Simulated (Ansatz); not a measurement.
Start from `[F][Al]([SH])[SH]` and change one element to get `[SH][Al]([SH])[Br]`.

Ansatz, PBE0-D4/def2-TZVP geometries, multiplicity 1. Each molecule was computed in one conformer, which needn't be the lowest.

Scalar relativity is left out up to krypton.

```tsv
property	`[F][Al]([SH])[SH]`
LUMO energy (PBE0/def2-TZVPP) / eV	-0.82
size of the dipole moment (ωB97M-V/def2-TZVPP) / D	0.39
size of the dipole moment (B3LYP/def2-TZVPP) / D	0.34
HOMO–LUMO gap (PBE0/def2-TZVPP) / eV	7.08
HOMO–LUMO gap (B3LYP/def2-TZVPP) / eV	6.54
size of the dipole moment (PBE/def2-TZVPP) / D	0.35
```

Question: What does the change do to each property? (Best estimate.)

Answer: The calculation gave: 
| property | `[SH][Al]([SH])[Br]` | shift |
| --- | --- | --- |
| LUMO energy (PBE0/def2-TZVPP) / eV | -0.90 | -0.08 |
| size of the dipole moment (ωB97M-V/def2-TZVPP) / D | 1.97 | 1.58 |
| size of the dipole moment (B3LYP/def2-TZVPP) / D | 1.95 | 1.61 |
| HOMO–LUMO gap (PBE0/def2-TZVPP) / eV | 7.04 | -0.04 |
| HOMO–LUMO gap (B3LYP/def2-TZVPP) / eV | 6.53 | -0.01 |
| size of the dipole moment (PBE/def2-TZVPP) / D | 1.91 | 1.56 |

Dipoles are sizes alone; their direction can turn.

B3LYP here is the variant with VWN-RPA as its local correlation; programs differ in this.

Spin–orbit coupling is left out; it splits and shifts lone-pair levels of the heavy atoms by tenths of an eV.
